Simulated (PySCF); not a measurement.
A calculated (B3LYP, PySCF 2.14, x2c-TZVPPall with one added diffuse shell each of s, p, d, f type, scalar relativity by spin-free X2C-1e) atom or ion has these occupied shells.

```tsv
shell	electrons	orbital energy (eV)	rms radius, mean of both spins (bohr)
1s α	1	-78281.7	0.0194
1s β	1	-78281.6	0.0194
2s α	1	-13786.7	0.0782
2s β	1	-13786.6	0.0782
2p α	3	-12001.0	0.0716
2p β	3	-12000.9	0.0716
3s α	1	-3257.1	0.200
3s β	1	-3257.0	0.200
3p α	3	-2732.6	0.202
3p β	3	-2732.5	0.202
3d α	5	-2139.3	0.184
3d β	5	-2139.2	0.184
4s α	1	-710.86	0.441
4s β	1	-710.63	0.441
4p α	3	-537.17	0.470
4p β	3	-536.96	0.470
4d α	5	-319.39	0.503
4d β	5	-319.13	0.503
5s α	1	-110.70	1.01
5s β	1	-109.30	1.01
4f α	7	-79.652	0.569
4f β	7	-79.370	0.569
5p α	3	-64.483	1.17
5p β	3	-62.708	1.17
5d α	5	-11.828	1.76
5d β	3	-10.424	1.76
6s α	1	-9.122	2.94
6p α	1	-3.015	4.42
```

Name the element and its charge.

Pt (platinum, neutral), in [Xe] 4f14 5d8 6s1 6p1, one real determinant (an excited configuration).
